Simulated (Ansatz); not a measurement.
Consider the ligand exchange at the In–Cl bond: `[OH][In]([SH])[Cl]` + NH₃ → `[NH2][In]([OH])[SH]` + HCl.

Isolated molecules relaxed with PBE0-D4/def2-TZVP in Ansatz; ΔE leaves out vibrations. CCSD(T)/CBS adds triple-zeta CCSD(T) − MP2 to the extrapolated MP2 energy (def2 sets, frozen cores). This one scheme is used for every species. DFT in def2-TZVPP. B3LYP here is the variant with VWN-RPA as its local correlation; programs differ in this. def2 core potentials past Kr. For In outer-core shells are correlated without core-valence functions, which leaves a few kJ/mol of doubt a bond. One conformer a species, not always the lowest.

`[OH][In]([SH])[Cl]`:

Cartesian coordinates in Å:
```
O -2.007 -0.134 0.329
In -0.068 0.026 0.044
S 1.088 -1.222 -1.578
Cl 1.039 1.539 1.418
H -2.311 0.443 1.035
H 2.260 -0.651 -1.248
```

NH₃:

Cartesian coordinates in Å:
```
N -0.152 0.191 0.141
H -0.536 0.007 -0.778
H 0.804 0.496 0.007
H -0.116 -0.694 0.631
```

`[NH2][In]([OH])[SH]`:

Z-matrix (Å, degrees):
```
N
In 1 2.011
H 1 1.010 2 116.5
H 1 1.011 2 114.7 3 -129.0
O 2 1.981 1 115.3 3 153.0
S 2 2.379 1 125.8 3 -33.0
H 5 0.960 2 113.4 1 173.8
H 6 1.344 2 93.3 1 2.1
```

HCl:

```xyz
2

Cl   -0.634    0.084    0.013
H     0.634   -0.084   -0.013
```

(1) Is it downhill or uphill in electronic energy at CCSD(T)/CBS, and by how much? (An estimate is asked.)

(2) What do these levels give: B3LYP-D4, B2PLYP, PBE, B3LYP, HF/def2-TZVPP, CCSD(T)/def2-TZVPP? (Best estimate.)

Largest T1 diagnostic among the species: 0.015.

## Answers

(1) The calculation gave: Uphill: ΔE = +25.8 kcal/mol.

(2) Computed: B3LYP-D4 27.2, B2PLYP 26.7, PBE 26.4, B3LYP 27.3, HF/def2-TZVPP 30.9, CCSD(T)/def2-TZVPP 25.4 kcal/mol.

From PBE to PBE0 (25 % exact exchange), in def2-TZVPP and without D4, ΔE moves by +1.2 kcal/mol. In def2-TZVPP, CCSD(T) changes the Hartree–Fock value by −5.5 kcal/mol (the triples alone add −0.4 kcal/mol) and MP2 by −5.4 kcal/mol.
